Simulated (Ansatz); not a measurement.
Reaction (cleavage of the Si–Si bond): `O[Si]1([SiH3])[SiH2][SiH2]1` + `[OH][Cd][F]` → `[F][Cd][O][SiH3]` + `O[SiH]1[SiH2][SiH2]1`

Computed with Ansatz on PBE0-D4/def2-TZVP structures; ΔE is electronic, products minus reactants. CCSD(T)/CBS adds triple-zeta CCSD(T) − MP2 to the extrapolated MP2 energy (def2 sets, frozen cores). DFT in def2-TZVPP. B3LYP here is the variant with VWN-RPA as its local correlation; programs differ in this. def2 core potentials past Kr. For Cd outer-core shells are correlated without core-valence functions, which leaves a few kJ/mol of doubt a bond. Each species was taken in one conformer, which may not be the lowest.

CCSD(T)/CBS gives -85.2 kJ/mol.

Another level gave -92.4 kJ/mol. Which?
A. CCSD/def2-TZVPP
B. B3LYP/def2-TZVPP
C. PBE-D4/def2-TZVPP
D. r2SCAN-D4/def2-TZVPP

B. B3LYP -92.4, CCSD/def2-TZVPP -96.8, PBE-D4 -56.3, r2SCAN-D4 -78.5 kJ/mol.

Largest T1 diagnostic among the species: 0.017.

The D4 term adds +7.9 kJ/mol with B3LYP and +4.7 kJ/mol with PBE0; it sums over pairs of atoms, weighted by their polarisabilities, and B3LYP, whose exchange is more repulsive, gets the larger term. In def2-TZVPP, CCSD(T) changes the Hartree–Fock value by +40.4 kJ/mol (the triples alone add +6.5 kJ/mol) and MP2 by +37.7 kJ/mol.
